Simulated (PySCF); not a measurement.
## RuN(OH)2, quartet: computed properties

These are results of PySCF, UPBE0, basis Ru def2-TZVP with ECP28, N def2-TZVP, O def2-TZVP, H def2-TZVP (scalar-relativistic core potentials, no spin–orbit coupling, density fitting), not measurements.

The structure is a minimum.

```xyz
6
charge 0 multiplicity 4, angstrom
Ru   -0.0068    0.0016    0.0000
N     1.6313    0.0137    0.0000
O    -0.7053    1.7576    0.0000
O    -0.5789   -1.8145    0.0000
H    -0.1054    2.5072    0.0000
H    -1.5298   -1.9644    0.0000
```

| Item | Value |
| --- | --- |
| Point group | Cs |
| Bond lengths | O–H 0.960 Å, O–H 0.963 Å, Ru–N 1.638 Å, Ru–O 1.890 Å, Ru–O 1.904 Å |
| Bond angles | H–O–Ru 116.4°, H–O–Ru 119.6°, N–Ru–O 107.9°, N–Ru–O 111.3°, O–Ru–O 140.8° |
| Atomisation energy without zero-point energy | 1901 kJ/mol |
| Rotational symmetry number | 1 |
| Enthalpy at 298.15 K above 0 K | 18.70 kJ/mol |
| Rotational constants | 0.3184, 0.1501, 0.102 cm⁻¹ |
| Heat capacity Cp at 298.15 K | 87.1 J/(mol K) |
| Entropy at 298.15 K and 1 bar (electronic part: spin only) | 341.6 J/(mol K) |
| Spin squared ⟨S²⟩ | 3.769 |
| Lowest empty level (β) | -3.90 eV |
| Highest occupied level (α) | -6.16 eV |
| Principal polarisabilities | 32.1, 53.4, 60.4 bohr³ |
| Zero-point energy | 75.2 kJ/mol |
| Dipole moment | 2.33 D |
| Principal quadrupole moments (Buckingham, traceless) about the centre of mass | -9.10, 0.81, 8.29 D Å |

Harmonic modes (masses in u: Ru 101.904, N 14.003, O 15.995, H 1.008):
| symmetry | ω (cm⁻¹) | IR (km/mol) |
| --- | --- | --- |
| a'' | 106 | 2.5 |
| a' | 176 | 6.0 |
| a'' | 203 | 57.6 |
| a'' | 220 | 184 |
| a' | 287 | 0.7 |
| a' | 641 | 49.8 |
| a' | 672 | 224 |
| a' | 717 | 118 |
| a' | 731 | 19.3 |
| a' | 1064 | 23.0 |
| a' | 3857 | 149 |
| a' | 3897 | 156 |

Charges (e):
| atom | Mulliken | Löwdin | polar tensor | spin (Mulliken) | Mayer order to Ru1 |
| --- | --- | --- | --- | --- | --- |
| Ru1 | 1.20 | 0.62 | 1.28 | 2.15 | – |
| N2 | -0.45 | -0.24 | -0.33 | 0.49 | 2.33 |
| O3 | -0.72 | -0.35 | -0.77 | 0.19 | 0.88 |
| O4 | -0.70 | -0.35 | -0.77 | 0.18 | 0.84 |
| H5 | 0.35 | 0.17 | 0.30 | -0.01 | 0.01 |
| H6 | 0.33 | 0.16 | 0.29 | -0.01 | 0.02 |
Other Mayer orders above 0.3: O–H 0.88 (×2).

Mulliken populations on Ru1 (electrons outside its core potential): s 2.37, p 6.23, d 6.17, f 0.02.

Only a few start shapes were tried, so a lower isomer may exist. With open d or f shells other occupations or spin states may lie lower. At this level a doublet minimum of C2v symmetry lies 112 kJ/mol below this structure.

The final relaxation and frequency run took 3.6 min on 4 threads of a shared Arm Neoverse V1 host, with 145 basis functions and 31 gradients; the process peaked at 1.9 GiB.
